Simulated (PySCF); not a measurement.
C$_{5}$H$_{7}$, doublet, geometry from GFN2-xTB, with bond 9-4 at 1.3 times its length; B3LYP/3-21G run with PySCF.

PySCF was given this input:
```python
from pyscf import gto, scf, dft

mol = gto.Mole()
mol.atom = '''
    C    -0.005921    0.062557    0.049199
    C     0.052769    0.741468    1.297763
    C    -0.041436   -0.735651    1.321739
    C     0.716844    0.019145   -1.258714
    C    -0.787096    0.067000   -1.219987
    H     0.719895    1.443913    1.745386
    H    -0.983005   -1.190907    1.605347
    H     0.819495   -1.329858    1.614922
    H     1.335267   -1.189441   -1.620385
    H     1.253021    0.901122   -1.577312
    H    -1.335845   -0.826101   -1.481285
    H    -1.277075    0.985252   -1.510139
'''
mol.basis = '3-21g'
mol.charge = 0
mol.spin = 1
mol.verbose = 4
mol.build()

mf = dft.UKS(mol)
mf.xc = 'b3lyp'
mf.init_guess = 'huckel'
mf.kernel()
```

Output, abridged:

```
PySCF version 2.14.0

[INPUT] verbose = 4
[INPUT] num. atoms = 12
[INPUT] num. electrons = 37
[INPUT] charge = 0
[INPUT] spin (= nelec alpha-beta = 2S) = 1
[INPUT] symmetry False subgroup None
[INPUT] Mole.unit = angstrom
[INPUT] Symbol           X                Y                Z      unit          X                Y                Z       unit  Magmom
[INPUT]  1 C     -0.005921000000   0.062557000000   0.049199000000 AA   -0.011189068384   0.118215597174   0.092972635602 Bohr   0.0
[INPUT]  2 C      0.052769000000   0.741468000000   1.297763000000 AA    0.099718957867   1.401171450129   2.452416644594 Bohr   0.0
[INPUT]  3 C     -0.041436000000  -0.735651000000   1.321739000000 AA   -0.078302691697  -1.390178913262   2.497724718157 Bohr   0.0
[INPUT]  4 C      0.716844000000   0.019145000000  -1.258714000000 AA    1.354638834038   0.036178806655  -2.378624729156 Bohr   0.0
[INPUT]  5 C     -0.787096000000   0.067000000000  -1.219987000000 AA   -1.487395873741   0.126611650346  -2.305441305530 Bohr   0.0
[INPUT]  6 H      0.719895000000   1.443913000000   1.745386000000 AA    1.360404388444   2.728600117699   3.298301521650 Bohr   0.0
[INPUT]  7 H     -0.983005000000  -1.190907000000   1.605347000000 AA   -1.857610229078  -2.250488069827   3.033666164892 Bohr   0.0
[INPUT]  8 H      0.819495000000  -1.329858000000   1.614922000000 AA    1.548621110450  -2.513067404562   3.051760292535 Bohr   0.0
[INPUT]  9 H      1.335267000000  -1.189441000000  -1.620385000000 AA    2.523288933170  -2.247717731329  -3.062083866353 Bohr   0.0
[INPUT] 10 H      1.253021000000   0.901122000000  -1.577312000000 AA    2.367866518329   1.702873784820  -2.980687692990 Bohr   0.0
[INPUT] 11 H     -1.335845000000  -0.826101000000  -1.481285000000 AA   -2.524381194870  -1.561104641229  -2.799222962426 Bohr   0.0
[INPUT] 12 H     -1.277075000000   0.985252000000  -1.510139000000 AA   -2.413321990529   1.861856443680  -2.853749120025 Bohr   0.0

nuclear repulsion = 160.999714645283
number of shells = 39
number of NR pGTOs = 96
number of NR cGTOs = 59
basis = 3-21g
ecp = {}

******** <class 'pyscf.dft.uks.UKS'> ********
method = UKS
initial guess = huckel
damping factor = 0
level_shift factor = 0
DIIS = <class 'pyscf.scf.diis.CDIIS'>
diis_start_cycle = 1
diis_space = 8
diis_damp = 0
SCF conv_tol = 1e-09
SCF conv_tol_grad = None
SCF max_cycles = 50
direct_scf = True
direct_scf_tol = 1e-13
number electrons alpha = 19  beta = 18
XC library pyscf.dft.libxc version 7.1.2
    S. Lehtola, C. Steigemann, M. J. T. Oliveira, and M. A. L. Marques,  SoftwareX 7, 1–5 (2018)
XC functionals = b3lyp
    P. J. Stephens, F. J. Devlin, C. F. Chabalowski, and M. J. Frisch,  J. Phys. Chem. 98, 11623 (1994)
radial grids:
    Treutler-Ahlrichs [JCP 102, 346 (1995); DOI:10.1063/1.469408] (M4) radial grids

becke partition: Becke, JCP 88, 2547 (1988); DOI:10.1063/1.454033
pruning grids: <function nwchem_prune>
grids dens level: 3
symmetrized grids: False
atomic radii adjust function: <function treutler_atomic_radii_adjust>
small_rho_cutoff = 0
Set gradient conv threshold to 3.16228e-05
Initial guess from on-the-fly Huckel, doi:10.1021/acs.jctc.8b01089.
Spherically averaged atomic HF for {'C', 'H'}

******** <class 'pyscf.scf.atom_hf.AtomSphAverageRHF'> ********
method = AtomSphAverageRHF
initial guess = minao
damping factor = 0
level_shift factor = 0
DIIS = <class 'pyscf.scf.diis.CDIIS'>
diis_start_cycle = 1
diis_space = 8
diis_damp = 0
SCF conv_tol = 1e-09
SCF conv_tol_grad = None
SCF max_cycles = 50
direct_scf = True
direct_scf_tol = 1e-13
atom = C
Set gradient conv threshold to 3.16228e-05
Initial guess from minao.
init E= -37.0511734903473
cycle= 1 E= -37.1138683188025  delta_E= -0.0627  |g|=    0  |ddm|= 0.358
cycle= 2 E= -37.1160998590688  delta_E= -0.00223  |g|=    0  |ddm|= 0.0979
cycle= 3 E= -37.1162418120407  delta_E= -0.000142  |g|=    0  |ddm|= 0.0175
cycle= 4 E= -37.116242134933  delta_E= -3.23e-07  |g|=    0  |ddm|= 0.00152
cycle= 5 E= -37.1162421349399  delta_E= -6.89e-12  |g|=    0  |ddm|= 3.41e-06
Extra cycle  E= -37.1162421349399  delta_E= -1.42e-14  |g|=    0  |ddm|= 2.49e-07
Atomic HF for atom  C  converged. SCF energy = -37.1162421349399

******** 1 electron system ********
Atomic HF for atom  H  converged. SCF energy = -0.496198609380939

tot grids = 139248
init E= -190.613637657534
cycle= 1 E= -191.632206686046  delta_E= -1.02  |g|= 1.82  |ddm|= 4.11
cycle= 2 E= -189.924081654126  delta_E= 1.71  |g|=  2.3  |ddm|= 6.57
cycle= 3 E= -193.335817945151  delta_E= -3.41  |g|= 0.471  |ddm|= 5.78
cycle= 4 E= -193.439952502476  delta_E= -0.104  |g|= 0.236  |ddm|= 1.12
cycle= 5 E= -193.469274172937  delta_E= -0.0293  |g|= 0.0252  |ddm|= 0.288
cycle= 6 E= -193.469522869893  delta_E= -0.000249  |g|= 0.0175  |ddm|= 0.0594
cycle= 7 E= -193.469686905801  delta_E= -0.000164  |g|= 0.00256  |ddm|= 0.0227
cycle= 8 E= -193.46969325551  delta_E= -6.35e-06  |g|= 0.000871  |ddm|= 0.00721
cycle= 9 E= -193.469693744881  delta_E= -4.89e-07  |g|= 0.00054  |ddm|= 0.00186
cycle= 10 E= -193.469693940876  delta_E= -1.96e-07  |g|= 8.9e-05  |ddm|= 0.001
cycle= 11 E= -193.469693950534  delta_E= -9.66e-09  |g|= 2.61e-05  |ddm|= 0.000271
cycle= 12 E= -193.469693951268  delta_E= -7.33e-10  |g|= 1.79e-05  |ddm|= 8.37e-05
Extra cycle  E= -193.469693951344  delta_E= -7.66e-11  |g|= 2.03e-05  |ddm|= 5.3e-05
converged SCF energy = -193.469693951344  <S^2> = 0.75341826  2S+1 = 2.0034153
```
